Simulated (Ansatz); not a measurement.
C3H6GeO can be A, `C#C[O][GeH2][CH3]`, or B, `[CH3][GeH]1[CH]=[C]1O`.

Gas-phase electronic energies from Ansatz, PBE0-D4/def2-TZVP geometries. CBS: MP2 limit from def2 TZ/QZ plus the TZ coupled-cluster correction, frozen cores. DFT in def2-TZVPP. B3LYP here is the variant with VWN-RPA as its local correlation; programs differ in this. For Ge outer-core shells are correlated without core-valence functions, which leaves a few kJ/mol of doubt a bond. Scalar relativity is left out up to krypton. Each species was taken in one conformer, which may not be the lowest.

A:

```xyz
11

C    -0.860   -2.359   -0.944
C    -0.480   -1.771    0.034
O    -0.080   -1.146    1.083
Ge    0.876    0.399    0.827
C    -0.226    1.571   -0.246
H    -1.203   -2.903   -1.788
H     1.105    0.861    2.269
H     2.176   -0.030    0.130
H    -0.507    1.056   -1.165
H    -1.128    1.845    0.301
H     0.326    2.478   -0.501
```

B:

Z-matrix (Å, degrees):
```
C
Ge 1 1.947
H 1 1.091 2 110.2
H 1 1.090 2 109.3 3 -120.0
H 1 1.091 2 110.4 3 119.9
C 2 1.919 1 121.9 3 95.2
C 2 1.901 1 121.9 3 143.6
H 2 1.539 1 113.7 3 -60.9
H 6 1.084 2 152.8 1 -77.3
O 7 1.336 2 150.8 1 76.7
H 10 0.967 7 108.9 2 179.6
```

Which isomer does CCSD(T)/CBS put lower? Give the gap. (Estimate.)

Computed: A, by 10.2 kcal/mol.

Give E(B) − E(A) in kcal/mol with HF/def2-TZVPP, CCSD/def2-TZVPP, PBE-D4, MP2/def2-TZVPP, PBE0-D4, CCSD(T)/def2-TZVPP, B3LYP-D4. (Best estimate.)

Computed: HF/def2-TZVPP 21.1, CCSD/def2-TZVPP 12.8, PBE-D4 6.0, MP2/def2-TZVPP 11.4, PBE0-D4 6.6, CCSD(T)/def2-TZVPP 11.4, B3LYP-D4 13.4. None reverses the order clearly.

Largest T1 diagnostic: 0.012.

In def2-TZVPP, CCSD(T) changes the Hartree–Fock value by −9.7 kcal/mol (the triples alone add −1.4 kcal/mol) and MP2 by −9.7 kcal/mol.
